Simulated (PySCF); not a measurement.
EPR parameters of C6H5N2O

Species: C₆H₅N₂O (doublet state).
Structure used (GFN2-xTB), in Å, numbered top down from 1:
```xyz
14
C6H5N2O angstrom
N      1.053    3.240   -0.658
C      0.979    2.128   -0.391
C      0.876    0.764   -0.067
C      1.916   -0.065    0.280
O      1.525   -1.317    0.533
C      0.113   -1.387    0.354
C     -0.315   -0.004   -0.044
C     -1.633    0.420   -0.329
N     -2.708   -0.275   -0.307
H      2.964    0.149    0.374
H     -0.342   -1.724    1.296
H     -0.103   -2.143   -0.413
H     -1.749    1.466   -0.598
H     -2.576   -1.253   -0.052
```

The hyperfine couplings belong to this conformer and change with its torsions.

Identity: `[H]/N=C\[C]1COC=C1C#N` [radical].

Method: UKS B3LYP, pcH-1 on C H N O, non-relativistic, mean-field spin-orbit, GIAO in PySCF 2.14.0. The structure is a single GFN2-xTB conformer in the gas phase; no vibrational or solvent corrections. The geometry wasn't refined by DFT: couplings that depend on bond lengths, twists or pyramidal angles can differ widely from those at the functional's own minimum. Stability of the SCF solution: not tested. ⟨S²⟩ is 0.779 where a pure state has 0.75.

- g1, g2, g3: 2.00209, 2.00399, 2.00441
- g_iso: 2.00350
- Form of g: rhombic: the two nearest values differ by 18 % of g3 − g1
- ⟨S²⟩: 0.7789 (exact 0.7500)
- α and β electrons: 32, 31
- HOMO–LUMO gap, α and β orbitals: 3.93, 4.14 eV
- Total energy: -416.30572 Eh

Hyperfine couplings atom by atom, in 10⁻⁴ cm⁻¹; T1 to T3 are the principal values of the dipolar part (1 × 10⁻⁴ cm⁻¹ = 2.998 MHz):

| atom | isotope | a_iso | T1 | T2 | T3 | Mulliken spin population |
| --- | --- | --- | --- | --- | --- | --- |
| N1 | 14N | -0.2 | -0.8 | 0.2 | 0.5 | -0.03 |
| C2 | 13C | 1.9 | -0.5 | -0.1 | 0.5 | 0.03 |
| C3 | 13C | -10.8 | -5.3 | 2.4 | 2.9 | -0.14 |
| C4 | 13C | 9.8 | -10.0 | -9.5 | 19.5 | 0.34 |
| O5 | 17O | -4.4 | -13.1 | 6.2 | 6.9 | 0.08 |
| C6 | 13C | -8.9 | -0.2 | -0.1 | 0.3 | -0.06 |
| C7 | 13C | 16.2 | -14.6 | -14.4 | 29.1 | 0.53 |
| C8 | 13C | -10.6 | -5.9 | 2.0 | 3.9 | -0.15 |
| N9 | 14N | 3.8 | -5.1 | -5.1 | 10.2 | 0.34 |
| H10 | 1H | -8.9 | -4.9 | -0.4 | 5.3 | -0.02 |
| H11 | 1H | 31.9 | -1.1 | -0.1 | 1.3 | 0.04 |
| H12 | 1H | 32.0 | -1.1 | -0.1 | 1.3 | 0.04 |
| H13 | 1H | 1.6 | -1.4 | -0.2 | 1.6 | 0.00 |
| H14 | 1H | -7.3 | -5.0 | -1.5 | 6.5 | -0.01 |

The Mulliken spin populations are largest on C7 (+0.53), N9 (+0.34), C4 (+0.34) and C8 (-0.15). Three atoms exceed +0.15. The angles at C7 add up to 360.0°, so it is planar.

The SMILES `[H]/N=C\[C]1COC=C1C#N` draws the unpaired electron on C7, whose computed spin population is only +0.53.

Axes: g2 points within 6° of the C7–C8 bond and g3 points within 9° of the C4–O5 bond.

Under fast tumbling the dipolar parts average out, and these isotropic splittings remain: 2 × 1H (H11/H12, I = 1/2, 3 lines) with 3.42 mT, 1 × 1H (H10, I = 1/2, 2 lines) with 0.95 mT, 1 × 1H (H14, I = 1/2, 2 lines) with 0.78 mT, 1 × 14N (N9, I = 1, 3 lines) with 0.41 mT and 1 × 1H (H13, I = 1/2, 2 lines) with 0.17 mT.

Means are taken over nuclei equivalent by connectivity, which assumes that they swap fast.

The 13C coupling of C7 (48.7 MHz) shows only in satellite lines or after enrichment, since that isotope makes up about 1.07 % of natural carbon.

The 17O coupling of O5 (-13.2 MHz) shows only in satellite lines or after enrichment, since that isotope makes up about 0.038 % of natural oxygen.

On one thread, Arm Neoverse V1 (aarch64), on a shared host, this took 81 s wall (with the writing of density and orbital grids) and 1.1 GiB of memory at its peak.
